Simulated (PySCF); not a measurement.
C7H4ClFO.
Numbering: `[O:1]=[C:2]([F:3])[c:4]1[cH:5][cH:6][c:7]([Cl:8])[cH:9][cH:10]1` (hydrogens: H11 on C5; H12 on C6; H13 on C9; H14 on C10)

Cartesian coordinates in Å at the PBE0-D3(BJ)/def2-SVP level; atoms count from 1:
```
atom  x, y, z in Å
O1     1.5835    1.2515   -0.2088
C2     0.9817    0.2411   -0.0532
F3     1.6251   -0.9365   -0.0141
C4    -0.4763    0.0883    0.1157
C5    -1.0764   -1.1648    0.2827
C6    -2.4538   -1.2654    0.4345
C7    -3.2285   -0.1043    0.4193
Cl8   -4.9395   -0.2258    0.6066
C9    -2.6433    1.1540    0.2550
C10   -1.2670    1.2443    0.1032
H11   -0.4574   -2.0628    0.2920
H12   -2.9356   -2.2354    0.5643
H13   -3.2714    2.0458    0.2474
H14   -0.7811    2.2133   -0.0277
```

Computed with PySCF at wB97X-D/def2-SVPD, non-relativistic, on one gas-phase PBE0-D3(BJ)/def2-SVP geometry that isn't relaxed in the solvent. The solvent is an IEF-PCM continuum (Bondi radii, 1.10 Å for H, scaled by 1.2). Only the electrostatic response of the medium enters.

Gas phase at wB97X-D/def2-SVPD: HOMO -9.61 eV, LUMO -0.57 eV, dipole 2.39 D.

Q: What does the continuum do to the energy, the frontier levels and the dipole at wB97X-D/def2-SVPD in chloroform and methanol?

A: 
| solvent | ε | E(solvent) − E(gas) (kJ/mol) | polarisation term (kJ/mol) | distortion of the solute (kJ/mol) | HOMO (eV) | LUMO (eV) | dipole (D) |
| --- | --- | --- | --- | --- | --- | --- | --- |
| chloroform | 4.711 | -15.22 | -16.88 | 1.66 | -9.46 | -0.46 | 2.82 |
| methanol | 32.61 | -20.74 | -23.84 | 3.10 | -9.42 | -0.44 | 2.97 |

The polarisation term is half the interaction of the solute with the surface charges that it induces; the rest is the cost of distorting the solute's density. The sum is the electrostatic part of solvation alone. From chloroform to methanol the lowering changes by a factor 1.36, Onsager's factor (ε − 1)/(2ε + 1) by 1.34 and ε itself by 6.9.

Q: Which radius a makes the point-dipole formula ΔE = −[(ε − 1)/(2ε + 1)]·μ²/a³ give the value in methanol, with the gas-phase dipole?

A: μ = 0.942 au and |ΔE| = 0.00790 Eh give a = 2.00 Å; the farthest nucleus lies 3.59 Å from the centroid of the nuclei, so such a sphere wouldn't even hold the nuclei. The formula assumes a rigid point dipole at the centre of a sphere.

Q: Give the dipole vector in the frame of the coordinates (D, pointing from negative to positive charge), gas and methanol.

A: Gas (-2.21, -0.85, 0.31), solvent (-2.70, -1.18, 0.39). Its length changes by +24 % and its direction by 3°.

Q: How does the static polarisability (wB97X-D/def2-SVPD, frozen core, with the continuum's full static response) change?

A: 
| medium | isotropic (au) | principal values (au) | ⟨r²⟩ of the electrons (bohr²) |
| --- | --- | --- | --- |
| gas | 99.4 | 56.7, 97.1, 144.4 | 2035.0 |
| chloroform | 126.1 | 70.2, 125.7, 182.4 | 2036.2 |
| methanol | 138.4 | 78.6, 139.3, 197.3 | 2036.6 |

The isotropic value in methanol is 1.39 times the gas-phase one; no cavity-field correction is applied. ⟨r²⟩ is taken about the centre of nuclear charge.

Note: wB97X-D ran without an empirical dispersion term, which enters the total energy and its gradient alone.
